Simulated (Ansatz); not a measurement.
Geometry optimisation, Ansatz 0.2.0, RKS LDA/def2-SVP.

Input file:

```yaml
crystal:
  periodic: [false, false, false]
  atoms:
    - { symbol: W, position_ang: [0.0, 0.0, 0.0] }
    - { symbol: F, position_ang: [0.0, 0.0, 2.2] }
    - { symbol: F, position_ang: [1.85, 0.0, 0.0] }
    - { symbol: F, position_ang: [0.0, 1.85, 0.0] }
    - { symbol: F, position_ang: [-1.85, 0.0, 0.0] }
    - { symbol: F, position_ang: [0.0, -1.85, 0.0] }
    - { symbol: F, position_ang: [0.0, 0.0, -1.85] }
    - { symbol: Cl, position_ang: [1.7678, 1.8416, 0.8482] }
    - { symbol: H, position_ang: [0.8742, 0.9107, 2.0396] }
basis:
  gaussian: { orbitals: def2-SVP }
hamiltonian:
  xc: lda
relax:
  f_tol: 0.15
  max_steps: 25
  restrain:
    - { distance: [0, 7], at: 3.59, k: 30.0 }
    - { distance: [8, 1], at: 2.12, k: 30.0 }
    - { distance: [0, 1], at: 1.85, k: 30.0 }
    - { distance: [8, 7], at: 1.37, k: 30.0 }
output:
  orbitals: {}
```

Launched with:

```bash
$ ansatz run input.yaml --threads 4 --pin off --max-ram 5120MiB --backend cpu --events-out ev --progress --plain --runs-dir out
```

Where does it end, and by what steps?

The forces met the threshold. The restraints hold the end off the free minimum. After 8 steps the energy has fallen by 5.642 eV (the restraints' own energy left out); Cl8 moved furthest, 0.90 Å. Parted: W1–Cl8 (2.69 → 3.60 Å). Joined: Cl8–H9 (1.76 → 1.34 Å).

| step | energy less start (eV) | largest force component (eV/Å) | accepted |
| --- | --- | --- | --- |
| 0 | 0.0000 | 7.814 | yes |
| 1 | -2.0564 | 5.550 | yes |
| 2 | -3.5217 | 4.965 | yes |
| 3 | -4.8114 | 3.645 | yes |
| 4 | -5.4653 | 0.833 | yes |
| 5 | -5.5507 | 0.845 | yes |
| 6 | -5.6213 | 0.790 | yes |
| 7 | -5.6307 | 0.936 | yes |
| 8 | -5.6420 | 0.756 | yes |

```xyz
9
Properties=species:S:1:pos:R:3
W -0.098 -0.103 -0.133
F 0.025 0.030 1.710
F 1.727 -0.147 -0.302
F -0.155 1.721 -0.306
F -1.935 -0.125 0.021
F -0.106 -1.939 0.034
F -0.269 -0.278 -1.954
Cl 2.097 2.131 1.639
H 1.356 1.461 2.527
```

The run took 12 s on 4 threads of Intel(R) Xeon(R) Platinum 8488C (Sapphire Rapids), with other jobs on the host, peak memory 0.24 GiB.
